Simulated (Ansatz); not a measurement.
**Ligand exchange: C2H7BrSi + C5H11N → C2H9NSi + C5H9Br**

Gas-phase species: C2H7BrSi `CC[SiH2]Br`, singlet; C5H11N (cyclopentylamine) `NC1CCCC1`, singlet; C2H9NSi `CC[SiH2]N`, singlet; C5H9Br (bromocyclopentane) `BrC1CCCC1`, singlet. The partners trade Br for NH2: Si–Br and C–NH2 bonds give way to Si–NH2 and C–Br.

Shapes, held fixed at every level: PBE0-D4/def2-TZVP. Flexible molecules stand in one conformer, not always the lowest. Programs: Ansatz 0.2.0. Electronic energies: no zero-point or thermal term.

(1) Estimate ΔE of this reaction.

Answers

(1) The highest level, CCSD(T)/def2-TZVPP, gives ΔE = +24.6 kJ/mol; the levels span +21.7 to +48.4. The column of differences is taken from that level and isn't an error. No measured value is set beside it here. Relativity is left out for Br. Outer-core shells of Br are correlated, in sets that cover them unevenly.

```
             level                   kind  ΔE (kJ/mol)  less CCSD(T)/def2-TZVPP
       HF/def2-SVP           Hartree–Fock        +48.4                    +23.8
     HF/def2-TZVPP           Hartree–Fock        +33.2                     +8.6
 PBE-D4/def2-TZVPP                    GGA        +30.9                     +6.3
PBE0-D4/def2-TZVPP          global hybrid        +33.5                     +8.9
 B2PLYP/def2-TZVPP          double hybrid        +24.9                     +0.3
    MP2/def2-TZVPP    perturbation theory        +21.7                     -2.9
   CCSD/def2-TZVPP  coupled cluster or CI        +26.1                     +1.5
CCSD(T)/def2-TZVPP  coupled cluster or CI        +24.6                      0.0
```
